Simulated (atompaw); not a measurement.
u(r) = r·R(r): atom against pseudo-atom (selenium)

Columns: radius, all-electron u(r) and pseudo u(r) of the 3d shell (level -53.12 eV) of selenium in the configuration [Ne] 3s2 3p6 3d10 4s2 4p4; PBEsol, scalar-relativistic, PAW (atompaw) scheme, atompaw 4.2.0.5.

```tsv
r (bohr)	all-electron	pseudo
0.040	0.0255	0.0012
0.081	0.1381	0.0102
0.121	0.3138	0.0329
0.162	0.5197	0.0757
0.202	0.7145	0.1392
0.242	0.8847	0.2243
0.283	1.0249	0.3314
0.323	1.1265	0.4501
0.363	1.1953	0.5761
0.404	1.2356	0.7044
0.444	1.2500	0.8203
0.485	1.2447	0.9214
0.525	1.2240	0.9969
0.565	1.1919	1.0458
0.606	1.1505	1.0674
0.646	1.1042	1.0628
0.687	1.0530	1.0366
0.727	1.0009	0.9961
0.767	0.9479	0.9471
0.808	0.8937	0.8936
0.848	0.8415	0.8415
0.888	0.7905	0.7905
0.929	0.7400	0.7400
0.969	0.6927	0.6927
1.010	0.6463	0.6463
1.050	0.6034	0.6034
```

Problem. How many radial nodes do the two functions have?

Solution. The all-electron 3d function has n − l − 1 = 0; the pseudo-wave has 0.

Problem. At about which radius was the pseudo-wave matched?

Solution. 0.85 bohr. The columns agree to 0.0005 from 0.81 bohr on; several derivatives are matched, so the curves merge somewhat inside the radius.

Problem. Is the pseudo-wave norm-conserving?

Solution. No, it belongs to a PAW set: the norm inside the radius is not constrained, and the difference is carried by the augmentation charge.
